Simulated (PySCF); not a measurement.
# Electron correlation in Hg⁶³⁺ (mercury, charge +63)

[Ne] 3s2 3p5, 2P determinant. Computed with PySCF 2.14 in an uncontracted even-tempered set (16 s from 18 bohr⁻², ratio 2.5; 10 p from 23 bohr⁻², ratio 2.5; 4 d from 95 bohr⁻², ratio 2.7; 4 f from 140 bohr⁻², ratio 2.7), with the non-relativistic Hamiltonian (point nucleus). Frozen: 1s2; 15 electrons correlated; the 17 highest virtual orbitals of each spin left out.

| level | correlation energy (mhartree) |
| --- | --- |
| CCSD | -611.76 |
| (T) | -0.74 |
| CCSD(T) | -612.50 |

Diagnostics: T1 = 0.00035, D1 = 0.0017, largest double amplitude 0.019.

Q: Is a single reference adequate?

A: Yes, within this model without spin-orbit coupling: T1 lies below 0.03 and no double amplitude reaches 0.07.

At this charge a non-relativistic calculation is a model, useful for the Z dependence of the correlation energy.
